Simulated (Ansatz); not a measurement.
Reaction (formal exchange of groups at a Ge–B bond): `[BH2][GeH]([CH3])[CH3]` + SiH₄ → `[CH3][GeH]([CH3])[SiH3]` + BH₃

Isolated molecules relaxed with PBE0-D4/def2-TZVP in Ansatz; ΔE leaves out vibrations. CCSD(T)/CBS adds triple-zeta CCSD(T) − MP2 to the extrapolated MP2 energy (def2 sets, frozen cores). This one scheme is used for every species. For Ge outer-core shells are correlated without core-valence functions, which leaves a few kJ/mol of doubt a bond. Scalar relativity is left out up to krypton.

```json
{"species": "`[BH2][GeH]([CH3])[CH3]`", "CCSD(T)/CBS(def2) energy (Eh)": "-2182.40550"}
{"species": "SiH₄", "CCSD(T)/CBS(def2) energy (Eh)": "-291.46306"}
{"species": "`[CH3][GeH]([CH3])[SiH3]`", "CCSD(T)/CBS(def2) energy (Eh)": "-2447.32591"}
{"species": "BH₃", "CCSD(T)/CBS(def2) energy (Eh)": "-26.55200"}
```

**Question.** Work out ΔE.

**Answer.** ΔE = (-2447.32591) + (-26.55200) − (-2182.40550) − (-291.46306) = -0.00935 Eh = -0.25 eV.

Largest T1 diagnostic among the species: 0.011.

The D4 term adds −0.05 eV with B3LYP and −0.03 eV with PBE0; it sums over pairs of atoms, weighted by their polarisabilities, and B3LYP, whose exchange is more repulsive, gets the larger term.

B3LYP here is the variant with VWN-RPA as its local correlation; programs differ in this.
